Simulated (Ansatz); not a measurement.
Diatomic VF, multiplicity 5 (lowest of 2S+1 = 1, 3, 5, 7 at CCSD(T)/def2-TZVPP on PBE0 minima; our sources give no spin for the ground state, which may be another). No spin–orbit coupling. V is treated without relativity. The T1 diagnostic near the minimum is 0.056, so single-reference values are doubtful.

Constants: fifth-degree fit in 1/R to seven points, most abundant isotopes. Runs in def2 and cc sets follow the lowest solution found near the PBE0 minimum.

The values were computed with Ansatz (a first-principles code). Each number belongs to the level named beside it.

Energies at B97M-V/def2-TZVPP:

| R (Å) | E (hartree) |
|---|---|
| 1.651430 | -1043.60201123 |
| 1.695824 | -1043.60755608 |
| 1.736665 | -1043.61032076 |
| 1.782835 | -1043.61129318 |
| 1.829004 | -1043.61045990 |
| 1.882275 | -1043.60778085 |
| 1.944426 | -1043.60295022 |

Question: With a reduced mass of 13.8379 u, find the minimum, the force constant and the constants.

Answer: A fifth-degree polynomial in 1/R puts the minimum at r_e = 1.7827 Å with force constant 368 N/m. Then ω_e = (1/2πc)√(k/μ) = 672 cm⁻¹ and B_e = h/(8π²cμr_e²) = 0.3833 cm⁻¹; the cubic and quartic terms give α_e = 0.0029 and ω_e x_e = 3.7 cm⁻¹.
